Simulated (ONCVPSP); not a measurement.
**Transferability test, ONCV potential for sulfur (S)**

```
Element                 : S
Generator               : ONCVPSP 4.0.1
Type                    : optimised norm-conserving Vanderbilt (ONCV)
Functional              : Wu-Cohen
Relativity              : scalar-relativistic
Frozen core             : [Ne]
Valence charge          : 6
Reference configuration : 3s1 3p5
Partial waves           : 3s: rc 1.30 bohr, ncon 4, nbas 9, qcut 5.4 1/bohr, 3 projectors, debl 4 Ha; 3p: rc 1.60 bohr, ncon 4, nbas 8, qcut 5.2 1/bohr, 2 projectors, debl 1.3 Ha
Local potential         : polynomial inside 1.20 bohr (lpopt 2, dvloc0 -1 Ha)
Core correction         : Teter function, fcfact 1.75, rcfact 1.75
```

Energies are relative to the spin-unpolarised reference configuration 3s1 3p5; without spin polarisation the order of configurations can differ from experiment.

```
valence configuration  charge  ΔE all-electron (eV)  error AE − PS (meV)
              3s2 3p3      +1                 1.456                 +1.2
              3s2 3p2      +2                23.728                 +6.7
            3s2 3p3.5    +0.5                -5.642                 +0.2
```

(1) What are ΔE and the potential's error for 3s2 3p4?

Results:

(1) ΔE = -10.289 eV all-electron; the error (AE − PS) is -0.2 meV.
